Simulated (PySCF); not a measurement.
C₇H₁₃BO₂.
SMILES with atom numbers: `[CH2:1]=[CH:2][C@@H:3]1[CH2:4][CH2:5][C@@H:6]([B:7]([OH:8])[OH:9])[CH2:10]1` (hydrogens: H11, H12 on C1; H13 on C2; H14 on C3; H15, H16 on C4; H17, H18 on C5; H19 on C6; H20 on O8; H21 on O9; H22, H23 on C10)

Computed with PBE0-D3(BJ)/def2-SVP geometry optimisation, gas phase (PySCF 2.14.0).

(1) Give the optimised bond lengths and angles.

Results:

(1) 
```csv
bond,length (bohr)
C1=C2,2.520
C2–C3,2.831
C3–C4,2.907
C4–C5,2.904
C5–C6,2.931
C6–B7,2.987
B7–O8,2.568
B7–O9,2.586
C6–C10,2.918
C3–C10,2.905
C1–H11,2.066
C1–H12,2.070
C2–H13,2.076
C3–H14,2.083
C4–H15,2.080
C4–H16,2.084
C5–H17,2.080
C5–H18,2.078
C6–H19,2.092
"O8–H20, O9–H21",1.819
C10–H22,2.083
C10–H23,2.087
```

Bonds in one row agree within 0.02 bohr and their mean is given. A selection of angles:
```csv
angle,degrees
C1–C2–C3,125.1
C2–C3–C4,112.2
C2–C3–C10,112.0
C4–C3–C10,101.4
C3–C4–C5,105.4
C4–C5–C6,105.9
C5–C6–B7,115.7
C5–C6–C10,105.3
B7–C6–C10,114.1
C6–B7–O8,119.8
C6–B7–O9,122.7
O8–B7–O9,117.4
C3–C10–C6,105.2
H20–O8–B7,111.4
H21–O9–B7,112.7
```

Dihedral angles: C1–C2–C3–C4 -124° (anticlinal); C2–C3–C4–C5 -81° (synclinal); C3–C4–C5–C6 -24° (synperiplanar); C4–C5–C6–B7 -128° (anticlinal); C5–C6–B7–O8 -24° (synperiplanar); C5–C6–C10–C3 25° (synperiplanar); C2–C3–C10–C6 80° (synclinal); H20–O8–B7–C6 -179° (antiperiplanar); H21–O9–B7–C6 -1° (synperiplanar).

The C–C distances run from 1.334 Å (C1=C2, drawn double) to 1.551 Å (C5–C6, drawn single), a spread of 0.217 Å. The 5-membered ring C3–C4–C5–C6–C10 has internal angles of 101.4° to 105.9°; it is puckered, 0.18 Å rms from its mean plane, widest ring torsion 39°. Of the pairs four or more bonds apart, C10···H21 is among the closest relative to their van der Waals radii: 2.64 Å, 91 % of the sum of Bondi's values. B7 (three-coordinate boron) is planar (angles 122.7°, 119.8° and 117.4°, sum 360.0°, 0.00 Å off the plane of its three neighbours).

Point group: C1 (no symmetry element, even within 0.4 Å). Stationary, but not proved a minimum. The numbers are those of one conformer (C1–C2–C3–C4 -124°, C5–C6–B7–O8 -24°, C6–B7–O8–H -179°, C6–B7–O9–H -1°, C2–C3–C4–C5 -81°, C3–C4–C5–C6 -24°, C4–C5–C6–B7 -128°, C5–C6–C10–C3 25°).
